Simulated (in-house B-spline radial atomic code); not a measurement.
Radial electron density of S IV (S3+), [Ne] 3s1 3p1 3d1. Computed with a radial B-spline atomic code at the basis-set limit: Dirac-Hartree-Fock, average of configuration, Fermi nucleus of rms radius 3.2611 fm, inside a hard spherical wall at 3.1 bohr.

Columns: r (bohr), 4πr²n(r) (electrons per bohr), bar.

```
   0.004   0.4915 #
 0.00473   0.6698 ##
 0.00558   0.9052 ##
 0.00659     1.22 ###
 0.00779    1.636 ####
  0.0092    2.177 #####
  0.0109    2.888 #######
  0.0128     3.74 #########
  0.0151    4.826 ############
  0.0179    6.189 ###############
  0.0211    7.751 ###################
  0.0249    9.545 #######################
  0.0295    11.55 ############################
  0.0348    13.57 ################################
  0.0411    15.49 #####################################
  0.0485    17.08 #########################################
  0.0573    18.11 ###########################################
  0.0676    18.38 ############################################
  0.0799    17.77 ###########################################
  0.0943     16.4 #######################################
   0.111    14.64 ###################################
   0.132     12.9 ###############################
   0.155    11.98 #############################
   0.183    12.16 #############################
   0.217    13.53 ################################
   0.256    15.48 #####################################
   0.302    17.12 #########################################
   0.357    17.51 ##########################################
   0.421    16.14 #######################################
   0.498    13.14 ###############################
   0.588    9.402 #######################
   0.694    6.002 ##############
   0.819    3.713 #########
   0.968     2.68 ######
    1.14    2.493 ######
    1.35    2.501 ######
    1.59    2.255 #####
    1.88    1.648 ####
    2.22   0.8864 ##
    2.62   0.2588 #
    3.07 0.001002
```

On this grid the curve has 3 maxima, near 0.0676, 0.357, 1.35 bohr.

The 3p1/2 radial function P(r) = rR(r), positive near the nucleus, with its small component Q(r) (sign convention: Q ≈ (P' + κP/r)/2c):

| r (bohr) | P | Q |
| --- | --- | --- |
| 0.00473 | 0.001145 | 0.002302 |
| 0.00659 | 0.002112 | 0.003137 |
| 0.0092 | 0.003921 | 0.00425 |
| 0.0128 | 0.007225 | 0.005678 |
| 0.0179 | 0.01336 | 0.007504 |
| 0.0249 | 0.02417 | 0.009671 |
| 0.0348 | 0.0433 | 0.01215 |
| 0.0485 | 0.07509 | 0.01462 |
| 0.0676 | 0.1254 | 0.01664 |
| 0.0943 | 0.1986 | 0.01747 |
| 0.132 | 0.2928 | 0.01625 |
| 0.183 | 0.3847 | 0.01253 |
| 0.256 | 0.4341 | 0.006383 |
| 0.357 | 0.3713 | -0.0005285 |
| 0.498 | 0.1403 | -0.006029 |
| 0.694 | -0.2491 | -0.008254 |
| 0.968 | -0.6739 | -0.006716 |
| 1.35 | -0.9017 | -0.002862 |
| 1.88 | -0.7526 | 0.0005206 |
| 2.62 | -0.2908 | 0.001882 |
